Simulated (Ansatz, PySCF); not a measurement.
1-fluorobuta-1,2-diene (C4H5F), SMILES CC=C=CF.

Geometry optimised at PBE0-D3(BJ)/def2-SVP.

Vertical ionisation energy (IE) and electron affinity (EA) in eV. Rows of orbital energies are one-electron estimates. Where ΔSCF, EOM or ADC give a negative EA the extra electron is unbound and the value depends on the basis.

| level | IE | EA |
|---|---|---|
| −ε(HOMO), −ε(LUMO), PBE0/def2-TZVP (PySCF) | 7.28 | 0.33 |
| −ε(HOMO), −ε(LUMO), PBE/def2-TZVP (PySCF) | ___ | ___ |
| ΔSCF, PBE0/def2-SVPD (Ansatz), final states of multiplicity 2 and 2 | 9.57 | -1.38 |
| ΔSCF, PBE/def2-SVPD (Ansatz), final states of multiplicity 2 and 2 | 9.46 | -1.23 |

Problem. Complete the blanks. (An estimate is asked for; the answer gives what the named calculation found.)

Solution. 
- −ε(HOMO), −ε(LUMO), PBE/def2-TZVP (PySCF), IE: 6.02
- −ε(HOMO), −ε(LUMO), PBE/def2-TZVP (PySCF), EA: 1.35

Problem. What vertical singlet–triplet gap does ΔSCF give with PBE0/def2-SVPD (Ansatz, a quantum-chemistry and plane-wave program) and with PBE/def2-SVPD (Ansatz)? (An estimate is asked for; the answer gives what the named calculation found.)

Solution. 4.24 and 4.35 eV (triplet above singlet where positive).
